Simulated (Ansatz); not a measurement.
Program: Ansatz. Geometries: PBE0-D4/def2-TZVP. ΔE: electronic, gas phase. CCSD(T)/CBS adds triple-zeta CCSD(T) − MP2 to the extrapolated MP2 energy (def2 sets, frozen cores). This one scheme is used for every species. DFT in def2-TZVPP. Open shells (•) are unrestricted, without spin–orbit coupling. For Ge, Se outer-core shells are correlated without core-valence functions, which leaves a few kJ/mol of doubt a bond. Scalar relativity is left out up to krypton.

Consider the hydrogen abstraction from the Se–H bond: `[GeH3][SeH]` + `[OH]`• → `[GeH3][Se]`• + H₂O.

Q: Is it downhill or uphill in electronic energy at CCSD(T)/CBS, and by how much? (Estimate.)

A: Ansatz gave: Downhill: ΔE = -1.76 eV.

Q: What do these levels give: PBE-D4, PBE0-D4, ωB97X-V, PBE-QIDH, HF/def2-QZVPP, HF/CBS(def2)? (An estimate is asked.)

A: Ansatz gave: PBE-D4 -1.79, PBE0-D4 -1.69, ωB97X-V -1.69, PBE-QIDH -1.71, HF/def2-QZVPP -1.26, HF/CBS(def2) -1.26 eV.

Largest T1 diagnostic among the species: 0.011.

In def2-TZVPP, CCSD(T) changes the Hartree–Fock value by −0.45 eV (the triples alone add −0.02 eV) and MP2 by −0.63 eV. From PBE to PBE0 (25 % exact exchange), in def2-TZVPP and without D4, ΔE moves by +0.10 eV.
